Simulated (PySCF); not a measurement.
SeMe2, C2H6Se.
SMILES: `C[Se]C`

Level of theory: PySCF 2.14.0, PBE0-D3(BJ)/def2-SVP geometry optimisation, gas phase.

Take the most abundant isotopes and a rigid rotor. 

**Question.** Give the principal moments of inertia and the rotational constants in MHz.

**Answer.** Ia = 44.26, Ib = 73.48, Ic = 111.20 u·Å²; 505379 MHz·u·Å²/I gives A = 11419, B = 6878, C = 4545 MHz.

**Question.** What kind of rotor is it?

**Answer.** An asymmetric top; Ray's κ = -0.321.

**Question.** What does the inertial defect say?

**Answer.** Not planar: Δ = Ic − Ia − Ib = -6.54 u·Å². For a rigid frame Δ = −2 Σ m c², so Σ m c² = 3.27 u·Å² lies off the ab plane, practically all of it from hydrogen. The atom farthest from that plane is 0.90 Å away.

**Question.** Give the coordinates in the principal-axis frame, origin at the centre of mass.

**Answer.** The sense of each axis is arbitrary; atoms in the order of the calculation.
```tsv
atom	mass (u)	a (Å)	b (Å)	c (Å)
Se1	79.917	0.000	-0.364	0.000
C2	12.000	1.452	0.923	0.000
H3	1.008	1.420	1.547	0.904
H4	1.008	1.410	1.557	-0.897
H5	1.008	2.391	0.353	-0.008
C6	12.000	-1.452	0.922	0.000
H7	1.008	-1.418	1.550	-0.902
H8	1.008	-1.416	1.553	0.900
H9	1.008	-2.391	0.352	0.002
```

**Question.** Where do the levels up to J = 4 lie, in K?

**Answer.** Above 0(0,0), as E/k:
J = 1: 1(0,1) 0.548, 1(1,1) 0.766, 1(1,0) 0.878
J = 2: 2(0,2) 1.611, 2(1,2) 1.751, 2(1,1) 2.087, 2(2,1) 2.740, 2(2,0) 2.774
J = 3: 3(0,3) 3.138, 3(1,3) 3.209, 3(1,2) 3.874, 3(2,2) 4.385, 3(2,1) 4.536, 3(3,1) 5.773, 3(3,0) 5.780
J = 4: 4(0,4) 5.097, 4(1,4) 5.126, 4(1,3) 6.203, 4(2,3) 6.551, 4(2,2) 6.936, 4(3,2) 8.017, 4(3,1) 8.061, 4(4,1) 9.891, 4(4,0) 9.892

**Question.** Which lines would a microwave search look for?

**Answer.** The dipole components are |μa| = 0.00 D, |μb| = 1.45 D, |μc| = 0.00 D; the symmetry axis of this C2v structure is b, so μa and μc vanish by symmetry and there are no a-type or c-type lines. Some lines, for components of 0.1 D or more:

```csv
type,branch,"J(Ka,Kc)",MHz,lower level (cm⁻¹)
b,Q,"1(1,0) ← 1(0,1)",6874,0.381
b,Q,"2(1,1) ← 2(0,2)",9901,1.120
b,Q,"2(2,0) ← 2(1,1)",14317,1.450
b,R,"1(1,1) ← 0(0,0)",15964,0.000
b,R,"2(0,2) ← 1(1,1)",17611,0.533
b,Q,"2(2,1) ← 2(1,2)",20622,1.217
b,R,"2(1,2) ← 1(0,1)",25054,0.381
b,R,"2(2,1) ← 1(1,0)",38802,0.610
b,R,"2(2,0) ← 1(1,1)",41830,0.533
```

**Question.** Estimate the classical rotational partition function at 10 K, 50 K and 200 K.

**Answer.** Point group C2v, symmetry number σ = 2; q = (√π/σ)·√((kT/h)³/(ABC)), k/h = 20836.6 MHz/K: 141 at 10 K, 1580 at 50 K, 12600 at 200 K.

Not checked by PBE0-D3(BJ)/def2-SVP frequencies. Constants of a rigid frame at the computed geometry: no zero-point averaging, no centrifugal distortion. A rigid rotor knows nothing of internal rotation, which can split or shift real lines.
